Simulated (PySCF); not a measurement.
Bonds: Si1-C2 1.896 Å, C2-C3 1.493 Å, C3-C4 1.336 Å. Si1 carries H10, H11, H12; C2 carries H5, H6; C3 carries H7; C4 carries H8, H9.

Geometry: PBE0-D3(BJ)/def2-SVP; GIAO shifts from PySCF 2.14.0 with density-fitted response routines, gas phase, non-relativistic, averaged over equivalent atoms.

At PBE0/pcSseg-1 (115 basis functions, 27 s wall time on 1 thread of an AMD EPYC, shared host):
```csv
atoms,δ (ppm)
Si1,-62.9
C3,143.6
C4,121.9
C2,18.4
H7,5.99
H8/H9,5.27
H10/H11/H12,3.87
H5/H6,1.68
```

Chemical shifts δ = σref − σ; 29Si (σ = 351.99 ppm) and 13C (σ = 184.41 ppm) and 1H (σ = 31.27 ppm) against TMS, all at this level.

**Question.** What do these become at B3LYP/pcSseg-1?

**Answer.** 
| atoms | δ at B3LYP/pcSseg-1 | change |
| --- | --- | --- |
| Si1 | -64.7 | -1.8 |
| C3 | 144.6 | +1.0 |
| C4 | 121.0 | -0.9 |
| C2 | 19.6 | +1.2 |
| H7 | 5.92 | -0.07 |
| H8/H9 | 5.15 | -0.12 |
| H10/H11/H12 | 3.79 | -0.08 |
| H5/H6 | 1.65 | -0.03 |

δ = σ(ref) − σ, references computed at the same level: TMS for 29Si (σ = 337.86 ppm), 13C (σ = 179.24 ppm), 1H (σ = 31.38 ppm).

The largest change is at Si1 (silicon bonded to C, 3 H). Cost: 115 basis functions, 14 s wall time on 1 thread of an AMD EPYC, shared host. The order of the carbon signals is the same at both levels.
